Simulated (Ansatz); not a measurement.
Abridged output of a molecular run in Ansatz:

```
Functional definition: HF
  name "HF"
  cite "Fock, Z. Phys. 61, 126 (1930) doi:10.1007/BF01340294"
  parent pbe
  exchange = exact_x
  correlation = 0
1561 factors; integrals over basis functions are off by at most 1.0e-3 eV
mean field evaluation 1: about -13768.5869 eV, gradient 3.4e1 eV
mean field evaluation 2: about -13768.8411 eV, gradient 3.4e1 eV
mean field evaluation 4: about -13772.1370 eV, gradient 4.3e0 eV
mean field evaluation 8: about -13772.1974 eV, gradient 2.6e-1 eV
mean field -13772.19784429 eV, -506.1189356467 hartree, gradient 2.5e-6 eV, S^2 0.000000; 0 other end points of the search recorded, 0 dependent functions left out
9 core orbitals not correlated: weight in the atoms' cores, before any rotation towards them, 1.000 or more for the frozen orbitals, at most 0.000 for the correlated occupied ones
reference -13772.19784429 eV, -506.1189356467 hartree; 15, 15 occupied and 240, 240 virtual orbitals, 1561 factors
second order -23.61380265 eV of doubles, -0.00000000 eV of singles
cycle   1  -24.17772488 eV  change   -5.6e-1 eV  update   1.0e-1
cycle   2  -24.79454594 eV  change   -6.2e-1 eV  update   3.2e-2
cycle   3  -24.92497501 eV  change   -1.3e-1 eV  update   1.6e-2
cycle   4  -24.91544740 eV  change    9.5e-3 eV  update   4.1e-3
cycle   5  -24.91471635 eV  change    7.3e-4 eV  update   1.7e-3
cycle   6  -24.91554125 eV  change   -8.2e-4 eV  update   4.7e-4
cycle   7  -24.91540786 eV  change    1.3e-4 eV  update   1.7e-4
cycle   8  -24.91532612 eV  change    8.2e-5 eV  update   4.9e-5
cycle   9  -24.91533935 eV  change   -1.3e-5 eV  update   2.1e-5
perturbative correction -0.95948160 eV, -0.0352602983 hartree
Total energy: -13798.07266524 eV, -507.0698177780 hartree
```

Its atoms:

Z-matrix (Å, degrees):
```
Si
C 1 1.870
H 1 1.489 2 110.6
H 1 1.489 2 110.6 3 -118.9
H 1 1.484 2 108.6 3 120.5
C 2 1.493 1 118.1 3 59.5
C 2 1.331 1 120.2 3 -120.4
F 6 1.379 2 112.6 1 -180.0
H 6 1.097 2 110.5 1 -59.6
H 6 1.097 2 110.5 1 59.7
H 7 1.085 2 121.5 1 180.0
H 7 1.084 2 121.4 1 -0.0
```

**Question.** Which basis set was used?
A. def2-TZVPP
B. def2-SVPD
C. cc-pV(Q+d)Z
D. def2-SVP

**Answer.** A. It gives 264 functions.

**Question.** Write the keys of the input that set method, charge and spin (a neutral closed shell needs none for the last two).

**Answer.** 
```yaml
correlation: {method: ccsd_t}
```
